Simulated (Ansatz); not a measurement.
The same group exchange along the group O, S, Se, Te.

Calculated with Ansatz (gas phase, PBE0-D4/def2-TZVP geometries, no zero-point term in ΔE). CCSD(T)/CBS adds triple-zeta CCSD(T) − MP2 to the extrapolated MP2 energy (def2 sets, frozen cores). This one scheme is used for every species. Functionals use def2-TZVPP. B3LYP here is the variant with VWN-RPA as its local correlation; programs differ in this. def2 core potentials past Kr. For Se, Te outer-core shells are correlated without core-valence functions, which leaves a few kJ/mol of doubt a bond. Scalar relativity is left out up to krypton. One conformer a species, not always the lowest.

```csv
reaction,CCSD(T)/CBS(def2) (kJ/mol)
`O[SiH3]` + `C#C` → `C#CO` + SiH₄,186
`[SiH3]S` + `C#C` → `C#CS` + SiH₄,98
`[SiH3][SeH]` + `C#C` → `C#C[SeH]` + SiH₄,103
`[SiH3][TeH]` + `C#C` → `C#C[TeH]` + SiH₄,?
```

(1) Fill in the missing values. (Best estimate.)

Largest T1 diagnostic: 0.013, for `C#CS`.

Results:

(1) Computed: `[SiH3][TeH]` + `C#C` → `C#C[TeH]` + SiH₄: +82.8 kJ/mol.
